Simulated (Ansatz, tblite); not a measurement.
Removing and adding an electron: MgBr₂. Total charge 0; singlet. Geometry: PBE-D4/def2-TZVP. Ansatz, gas phase; energy differences of separate SCF runs; the oxidised species was run as a doublet alone; the reduced species was run as a doublet alone.

```xyz
3

Mg    0.007    0.003   -0.005
Br   -1.392    0.952   -1.615
Br    1.384   -0.955    1.620
```

The xTB rows come from tblite. Correlated methods freeze 19 core orbitals; core or outer-core shells of Mg, Br are correlated, in sets that lack core-valence functions. HOMO above LUMO, or a gap near zero within one spin, warns that the state may not be the lowest or that an electron is smeared out. The structure comes from a short search, and lower isomers may exist.

| level | −HOMO (eV) | vertical IE (eV) | −LUMO (eV) | vertical EA (eV) | HOMO–LUMO gap (eV) | IE − EA (eV) | remarks |
| --- | --- | --- | --- | --- | --- | --- | --- |
| GFN1-xTB | 11.27 | 15.54 | 7.70 | 3.67 | 3.57 | 11.87 | – |
| GFN2-xTB | 11.52 | 14.65 | 8.36 | 5.39 | 3.17 | 9.27 | – |
| HF/def2-TZVPP | – | 10.01 | – | – | – | – | – |
| PBE-D4/def2-TZVP | 7.20 | 10.01 | 2.62 | – | 4.58 | – | gap within one spin near zero (+1 doublet) |
| PBE-D4/def2-TZVPD | 7.22 | – | 2.65 | 0.67 | 4.57 | – | HOMO above zero (-1 doublet) |
| r2SCAN-D4/def2-TZVP | 7.53 | 10.25 | 2.17 | – | 5.35 | – | gap within one spin near zero (+1 doublet) |
| r2SCAN-D4/def2-TZVPD | 7.53 | – | 2.18 | 0.57 | 5.35 | – | HOMO above zero (-1 doublet) |
| PBE0-D4/def2-TZVP | 8.46 | 10.43 | 1.91 | – | 6.55 | – | – |
| PBE0-D4/def2-TZVPD | 8.47 | – | 1.94 | 0.60 | 6.53 | – | HOMO above zero (-1 doublet) |
| MP2/def2-TZVPP | – | 11.03 | – | – | – | – | – |
| CCSD/def2-TZVPP | – | 10.88 | – | – | – | – | – |
| CCSD(T)/def2-TZVPP | – | 10.92 | – | – | – | – | – |

   A HOMO above zero means that the electron is unbound at that level or that self-interaction error raises the level; the energy of removing that electron tells which. Raw xTB energy differences between charge states are shifted by several eV; the methods need an empirical correction for them.
